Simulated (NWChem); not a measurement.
System: phosphoric acid (H3PO4); SMILES OP(O)(=O)O

Here is an NWChem input.

```
start job
memory heap 200 mb stack 900 mb global 1100 mb
geometry units angstroms noautosym nocenter noautoz
  O      1.428183    -0.144019    -0.587962
  P      0.000298    -0.002482     0.130101
  O      0.003717    -0.030629     1.605433
  O     -0.581710     1.326436    -0.555273
  O     -0.850539    -1.149150    -0.601843
  H      2.000121    -0.748333    -0.097604
  H     -0.350735     2.108462    -0.037732
  H     -1.649916    -1.355540    -0.100685
end
basis spherical
  * library 6-31g*
end
dft
  xc xcamb88 1.00 lyp 0.81 vwn_5 0.19 hfexch 1.00
  cam 0.33 cam_alpha 0.19 cam_beta 0.46
  iterations 150
end
property
  response 1 0.0
end
task dft property
```

NWChem printed, in part:

```
             Northwest Computational Chemistry Package (NWChem) 7.3.0
             --------------------------------------------------------

                             Geometry "geometry" -> ""
                             -------------------------

 Output coordinates in angstroms (scale by  1.889725989 to convert to a.u.)

  No.       Tag          Charge          X              Y              Z
 ---- ---------------- ---------- -------------- -------------- --------------
    1 O                    8.0000     1.42818300    -0.14401900    -0.58796200
    2 P                   15.0000     0.00029800    -0.00248200     0.13010100
    3 O                    8.0000     0.00371700    -0.03062900     1.60543300
    4 O                    8.0000    -0.58171000     1.32643600    -0.55527300
    5 O                    8.0000    -0.85053900    -1.14915000    -0.60184300
    6 H                    1.0000     2.00012100    -0.74833300    -0.09760400
    7 H                    1.0000    -0.35073500     2.10846200    -0.03773200
    8 H                    1.0000    -1.64991600    -1.35554000    -0.10068500

 Effective nuclear repulsion energy (a.u.)     278.8548282103

                              NWChem Property Module
                              ----------------------

                                 NWChem DFT Module
                                 -----------------

 Summary of "ao basis" -> "ao basis" (spherical)
 ------------------------------------------------------------------------------
       Tag                 Description            Shells   Functions and Types
 ---------------- ------------------------------  ------  ---------------------
 O                           6-31g*                  6       14   3s2p1d
 P                           6-31g*                  8       18   4s3p1d
 H                           6-31g*                  2        2   2s

            General Information
            -------------------
          SCF calculation type: DFT
          Wavefunction type:  closed shell.
          No. of atoms     :     8
          No. of electrons :    50
           Alpha electrons :    25
            Beta electrons :    25
          Charge           :     0
          Spin multiplicity:     1
          Use of symmetry is: off; symmetry adaption is: off
          Maximum number of iterations: 150
          AO basis - number of functions:    80
                     number of shells:    38
          Convergence on energy requested:  1.00D-06
          Convergence on density requested:  1.00D-05
          Convergence on gradient requested:  5.00D-04

              XC Information
              --------------
                     Hartree-Fock (Exact) Exchange  1.000
                   CAM-Becke88 Exchange Functional  1.000
                      VWN V Correlation Functional  0.190 local
              Lee-Yang-Parr Correlation Functional  0.810

           Range-Separation Parameters
           ---------------------------
           Alpha           :  0.19
           Beta            :  0.46
           Gamma           :  0.33
           Short-Range HF  :     F

             Grid Information
             ----------------
          Grid used for XC integration:  medium
          Radial quadrature: Mura-Knowles
          Angular quadrature: Lebedev.
          Tag              B.-S. Rad. Rad. Pts. Rad. Cut. Ang. Pts.
          ---              ---------- --------- --------- ---------
          O                   0.60       49           9.0       434
          P                   1.00       88           7.0       590
          H                   0.35       45          10.0       434
          Grid pruning is: on
          Number of quadrature shells:   419
          Spatial weights used:  Erf1

      Superposition of Atomic Density Guess
      -------------------------------------

 Sum of atomic energies:        -641.14223341

      Non-variational initial energy
      ------------------------------

 Total energy =    -643.063896
 1-e energy   =   -1440.168232
 2-e energy   =     518.249507
 HOMO         =      -0.465595
 LUMO         =       0.068742

   convergence    iter        energy       DeltaE   RMS-Dens  Diis-err
 ---------------- ----- ----------------- --------- --------- ---------
 d= 0,ls=0.0,diis     1   -643.8653777980 -9.23D+02  1.88D-02  1.55D+00
 d= 0,ls=0.0,diis     2   -643.8380679539  2.73D-02  1.02D-02  2.03D+00
 d= 0,ls=0.0,diis     3   -644.0206944519 -1.83D-01  2.11D-03  6.14D-02
 d= 0,ls=0.0,diis     4   -644.0251005934 -4.41D-03  7.63D-04  1.53D-02
 d= 0,ls=0.0,diis     5   -644.0264815868 -1.38D-03  1.10D-04  2.29D-04
  Resetting Diis
 d= 0,ls=0.0,diis     6   -644.0265035120 -2.19D-05  3.53D-05  4.47D-06
 d= 0,ls=0.0,diis     7   -644.0265042358 -7.24D-07  1.03D-05  4.89D-07
 d= 0,ls=0.0,diis     8   -644.0265042873 -5.15D-08  3.59D-06  1.66D-07

         Total DFT energy =     -644.026504287292
      One electron energy =    -1442.631422196909
           Coulomb energy =      578.619080412922
    Exchange-Corr. energy =      -58.868990713649
 Nuclear repulsion energy =      278.854828210344

 Numeric. integr. density =       50.000000385131

                       DFT Final Molecular Orbital Analysis
                       ------------------------------------

 Vector   23  Occ=2.000000D+00  E=-4.130906D-01
              MO Center= -7.2D-04,  6.0D-03, -3.1D-01, r^2= 2.9D+00
   Bfn.  Coefficient  Atom+Function         Bfn.  Coefficient  Atom+Function
  ----- ------------  ---------------      ----- ------------  ---------------
     4      0.306944  1 O  py                49     -0.306056  4 O  px
    63      0.231139  5 O  px                53     -0.226923  4 O  px
     8      0.223211  1 O  py                64     -0.223753  5 O  py
    37      0.196587  3 O  pz                 5      0.171876  1 O  pz
    68     -0.170267  5 O  py                51      0.165144  4 O  pz

 Vector   24  Occ=2.000000D+00  E=-3.653735D-01
              MO Center=  1.1D-01,  6.5D-03,  1.1D+00, r^2= 1.9D+00
   Bfn.  Coefficient  Atom+Function         Bfn.  Coefficient  Atom+Function
  ----- ------------  ---------------      ----- ------------  ---------------
    35      0.543004  3 O  px                39      0.393559  3 O  px
     5     -0.237207  1 O  pz                 9     -0.173035  1 O  pz
    51      0.148429  4 O  pz                25      0.131834  2 P  px
    55      0.110717  4 O  pz                31     -0.099582  2 P  d  1
    36     -0.090180  3 O  py                65      0.088405  5 O  pz

 Vector   25  Occ=2.000000D+00  E=-3.653729D-01
              MO Center= -1.1D-01, -4.7D-02,  1.0D+00, r^2= 1.9D+00
   Bfn.  Coefficient  Atom+Function         Bfn.  Coefficient  Atom+Function
  ----- ------------  ---------------      ----- ------------  ---------------
    36      0.542909  3 O  py                40      0.393490  3 O  py
    65      0.222252  5 O  pz                51     -0.185887  4 O  pz
    69      0.163398  5 O  pz                55     -0.133840  4 O  pz
    26      0.131809  2 P  py                29      0.099603  2 P  d -1
    35      0.090221  3 O  px                 8     -0.084424  1 O  py

 Vector   26  Occ=0.000000D+00  E= 7.459699D-02
              MO Center=  1.6D-04, -1.0D-03,  6.0D-02, r^2= 5.5D+00
   Bfn.  Coefficient  Atom+Function         Bfn.  Coefficient  Atom+Function
  ----- ------------  ---------------      ----- ------------  ---------------
    24      0.829655  2 P  s                  6     -0.620862  1 O  s
    52     -0.620890  4 O  s                 66     -0.620836  5 O  s
    76      0.614327  6 H  s                 78      0.614366  7 H  s
    80      0.614300  8 H  s                 38     -0.292388  3 O  s
    55     -0.201737  4 O  pz                69     -0.202704  5 O  pz

 Vector   27  Occ=0.000000D+00  E= 1.248636D-01
              MO Center=  4.4D-01,  8.6D-01,  1.0D-01, r^2= 5.4D+00
   Bfn.  Coefficient  Atom+Function         Bfn.  Coefficient  Atom+Function
  ----- ------------  ---------------      ----- ------------  ---------------
    78      1.048023  7 H  s                 76     -0.804322  6 H  s
    52     -0.752940  4 O  s                  6      0.536386  1 O  s
    54     -0.292356  4 O  py                55     -0.264980  4 O  pz
     8     -0.248540  1 O  py                80     -0.243744  8 H  s
    26      0.241281  2 P  py                66      0.216621  5 O  s

 Vector   28  Occ=0.000000D+00  E= 1.248663D-01
              MO Center= -4.4D-01, -8.6D-01,  7.0D-02, r^2= 5.4D+00
   Bfn.  Coefficient  Atom+Function         Bfn.  Coefficient  Atom+Function
  ----- ------------  ---------------      ----- ------------  ---------------
    80      1.069439  8 H  s                 66     -0.744407  5 O  s
    76     -0.745789  6 H  s                  6      0.559767  1 O  s
    67      0.336686  5 O  px                78     -0.323637  7 H  s
    69     -0.256245  5 O  pz                25     -0.241343  2 P  px
    63      0.196563  5 O  px                 9      0.190674  1 O  pz

     Multipole analysis of the density
     ---------------------------------

     L   x y z        total         alpha         beta         nuclear
     -   - - -        -----         -----         ----         -------
     0   0 0 0     -0.000000    -25.000000    -25.000000     50.000000

[...]

 DFT Linear Response polarizability / au
 Frequency  =       0.0000000 / au
              X              Y              Z
 -----------------------------------------------
 X      28.1289655      0.0000335     -0.0024414
 Y       0.0000336     28.1284652      0.0196792
 Z      -0.0024414      0.0196792     27.0874596
 -----------------------------------------------
 Eigenvalues =      28.1289724     28.1288359     27.0870820
 Isotropic   =      27.7816301
 Anisotropic =       1.0418222
 -----------------------------------------------

 Magnetic Dipole Response Matrix (nonzero elements):

 Exiting AOResponse driver routine
```

Level: CAM-B3LYP/6-31G* (spherical d). All runs use the structure optimised with PBE0/def2-SVP.
